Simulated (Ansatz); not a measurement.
A structure relaxed at PBE0-D4/def2-TZVP, charge 0, multiplicity 1:

```xyz
10

C    -1.397   -0.414    0.031
N    -0.319    0.513   -0.255
Si    1.313    0.209    0.001
Cl    1.806   -0.122    1.957
Cl    2.347    1.830   -0.656
Cl    1.890   -1.465   -1.004
H    -2.193   -0.316   -0.710
H    -1.824   -0.270    1.028
H    -1.024   -1.439   -0.029
H    -0.599    1.475   -0.363
```

**Question.** Give its formula and SMILES.

**Answer.** CH4Cl3NSi, `CN[Si](Cl)(Cl)Cl`.

**Question.** Summarise the bond lengths by kind.

**Answer.** 1 × C–N 1.450 Å; 3 × C–H 1.092 to 1.095 Å; 1 × N–Si 1.680 Å; 1 × H–N 1.007 Å; 3 × Cl–Si 2.032 to 2.044 Å.

Program: Ansatz 0.2.0.
